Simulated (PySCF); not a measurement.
## Spin-rotation constants: `S1[C@@H](C#C)[C@@H](F)SC1=S`, C₅H₃FS₃

Geometry (Å), atoms numbered from 1 in this order:
```xyz
12

C     2.855    0.276    0.102
C     1.725   -0.040   -0.134
C     0.346   -0.367   -0.391
S    -0.498    1.010   -1.306
C    -2.116    0.658   -0.762
S    -3.427    1.382   -1.384
S    -2.218   -0.567    0.505
C    -0.434   -0.608    0.898
F    -0.153    0.339    1.834
H     3.853    0.531    0.298
H     0.269   -1.253   -1.029
H    -0.201   -1.582    1.342
```

Method: PySCF 2.14.0, GIAO B3LYP/pcSseg-1 magnetisability, rotational g tensor and spin-rotation constants, non-relativistic, gas phase. Geometry: GFN2-xTB.

Q: Give the nuclear spin-rotation constants along the inertial axes (H = +C I·J) beside the isotropic shieldings.

A: Rotational constants 1.9759, 0.7445, 0.5924 GHz. A star marks the isotopologue with that one atom substituted, in its own axes.
| atom | isotope | Caa (kHz) | Cbb (kHz) | Ccc (kHz) | mean (kHz) | σ (ppm) |
| --- | --- | --- | --- | --- | --- | --- |
| F9 | 19F | 0.739 | 0.672 | 0.551 | 0.654 | 343.2 |
| H10 | 1H | -0.007 | -0.080 | -0.061 | -0.049 | 29.7 |
| H11 | 1H | -0.209 | -0.076 | 0.035 | -0.083 | 26.5 |
| H12 | 1H | -0.094 | -0.005 | -0.043 | -0.048 | 25.5 |
| C1 | 13C* | 0.233 | 0.233 | 0.187 | 0.218 | 96.7 |
| C2 | 13C* | 0.119 | 0.250 | 0.186 | 0.185 | 105.8 |
| C3 | 13C* | 0.406 | 0.134 | 0.149 | 0.230 | 121.1 |
| S4 | 33S* | 0.751 | 0.352 | 0.224 | 0.442 | 170.6 |
| C5 | 13C* | 0.952 | 0.503 | 0.172 | 0.542 | -55.8 |
| S6 | 33S* | 1.885 | 0.428 | 0.101 | 0.804 | -166.8 |
| S7 | 33S* | 1.034 | 0.285 | 0.230 | 0.516 | 122.9 |
| C8 | 13C* | 0.559 | 0.239 | 0.165 | 0.321 | 66.6 |

For the geometry as given, no vibrational averaging.
